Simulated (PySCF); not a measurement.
Cl₂H₃NOSi, SMILES N[Si](O)(Cl)Cl.

The structure is a stationary point at PBE-D3(BJ)/def2-SVP. This is a generated structure with no PubChem entry under its InChIKey; it may be hypothetical. The values are those of a single conformer.

Two levels are set side by side: PBE/def2-TZVP (PySCF) and r2SCAN/def2-TZVP (PySCF). Same geometry, gas phase. Differences are taken from unrounded values.

| quantity | r2SCAN |
|---|---|
| orbital gap (eV) | 6.90 |
| highest occupied level (eV) | -7.08 |
| lowest empty level (eV) | -0.18 |
| dipole moment (D) | 1.54 |
| mean polarisability (bohr³) | 57.0 |

Q: What does PBE give, and how far is it from r2SCAN? (An estimate is asked for; the answer gives what the named calculation found.)

A: 
```json
[
 {"quantity": "orbital gap (eV)", "PBE": "6.04", "PBE minus r2SCAN": "-0.86"},
 {"quantity": "highest occupied level (eV)", "PBE": "-6.74", "PBE minus r2SCAN": "0.34"},
 {"quantity": "lowest empty level (eV)", "PBE": "-0.70", "PBE minus r2SCAN": "-0.52"},
 {"quantity": "dipole moment (D)", "PBE": "1.51", "PBE minus r2SCAN": "-0.03"},
 {"quantity": "mean polarisability (bohr³)", "PBE": "59.0", "PBE minus r2SCAN": "2.0"}
]
```

Rough cost on one machine, each run with all the roots and properties that it gave: r2SCAN against PBE about 4 times.
